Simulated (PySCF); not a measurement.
SMILES CB(C)C(F)(F)F, singlet (B3LYP/def2-SVP optimised geometry):

```
13

B     -0.009    -0.086     0.000
C     -0.746     1.353     0.000
F     -0.817     1.779    -1.290
F     -0.079     2.301     0.695
F     -2.008     1.345     0.480
C      1.551    -0.086     0.000
H      2.008     0.821    -0.425
H      1.995    -0.985    -0.453
H      1.845    -0.100     1.071
C     -0.905    -1.362    -0.061
H     -1.251    -1.433    -1.114
H     -1.823    -1.282     0.542
H     -0.379    -2.301     0.167
```

Level of theory: B3LYP/def2-TZVP run with PySCF.

**Question.** What are the frontier orbital energies and the dipole moment?

**Answer.** HOMO-2 -10.93 eV, HOMO-1 -9.42 eV, HOMO -9.03 eV, LUMO -1.65 eV, LUMO+1 0.40 eV; dipole moment 2.63 D.

On the same geometry PBE/def2-TZVP (PySCF) gives HOMO-2 -9.27 eV, HOMO-1 -8.15 eV, HOMO -7.61 eV, LUMO -2.40 eV, LUMO+1 0.02 eV; dipole moment 2.47 D.

Meta-Löwdin charges at B3LYP/def2-TZVP: B1 0.25, C2 0.69, F3 -0.29, F4 -0.28, F5 -0.28, C6 -0.45, H7 0.13, H8 0.12, H9 0.15, C10 -0.45, H11 0.15, H12 0.13, H13 0.12.
